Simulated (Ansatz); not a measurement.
Two isomers of CH4ClFOSi: A = `FC(Cl)O[SiH3]`, B = `O[SiH](F)CCl`.

Program: Ansatz. Geometries: PBE0-D4/def2-TZVP. ΔE: electronic, gas phase. CBS: MP2 limit from def2 TZ/QZ plus the TZ coupled-cluster correction, frozen cores. Functionals use def2-TZVPP. B3LYP here is the variant with VWN-RPA as its local correlation; programs differ in this. Each species was taken in one conformer, which may not be the lowest.

Task: Which isomer does CCSD(T)/CBS put lower? Give the gap. (An estimate is asked.)

Result: Computed: B, by 286.7 kJ/mol.

Task: Give E(B) − E(A) in kJ/mol with B2PLYP, HF/def2-TZVPP, PBE0-D4, B3LYP, PBE-D4, ωB97M-V, r2SCAN-D4. (Estimate.)

Result: Computed: B2PLYP -275.4, HF/def2-TZVPP -271.1, PBE0-D4 -267.4, B3LYP -266.7, PBE-D4 -257.5, ωB97M-V -273.8, r2SCAN-D4 -269.2. None reverses the order clearly.

Task: Does the order hold for the free energy at 298.15 K (harmonic terms from PBE0-D4)? (An estimate is asked.)

Result: The calculation gave: Yes: G(B) − G(A) = -274.9 kJ/mol, for one conformer each. Modes under 60 cm⁻¹, often nearly free rotors, make the harmonic entropy too high.

Largest T1 diagnostic: 0.012.

Leaving LDA and LC-ωPBE aside and taking each functional with its dispersion term where it has one, the values, not all of them listed here, spread over 23.5 kJ/mol, from PBE-QIDH to revPBE-D4. LDA lies +5.0 kJ/mol from PBE without D4. At CCSD(T), def2-SVP lies +61.5 kJ/mol from the extrapolated value and def2-TZVPP +10.0 kJ/mol.
